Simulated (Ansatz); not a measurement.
Frontier orbitals of H$_{7}$NSi$_{2}$Zn, SMILES `[SiH3][N]([SiH3])[ZnH]`.

```xyz
11

Si    1.405    0.697   -0.412
N    -0.130   -0.048   -0.196
Si   -0.789   -0.473    1.335
Zn   -1.131   -0.414   -1.697
H     1.610    0.939   -1.871
H     1.502    2.005    0.295
H     2.526   -0.157    0.075
H    -2.143   -1.063    1.118
H     0.043   -1.479    2.054
H    -0.936    0.708    2.234
H    -1.956   -0.715   -2.936
```

The species carries charge 0 and has multiplicity 1. For Zn the d shell is correlated and the shells below it are frozen. Scalar relativity is left out up to krypton. All single points use the PBE0-D4/def2-TZVP geometry. Basis def2-TZVPP, the Gaussian-basis code of Ansatz.

Orbital energies of one run (eV). Highest occupied ones, from the top: -6.47, -7.73, -8.42, -8.44, -8.50, -9.37, -9.62, -10.14, -12.27, -12.36, -12.42, -12.42, -12.43, -13.51. Empty: -1.16, -0.93, -0.78, 0.49, 0.92, 0.96.

Q: Which functional gave them?
A. r2SCAN
B. HSE06 (plane-wave form)
C. BHLYP
D. CAM-B3LYP

A: A. HOMO energies: r2SCAN -6.47, CAM-B3LYP -8.78, HSE06 -7.04, BHLYP -8.60 eV.
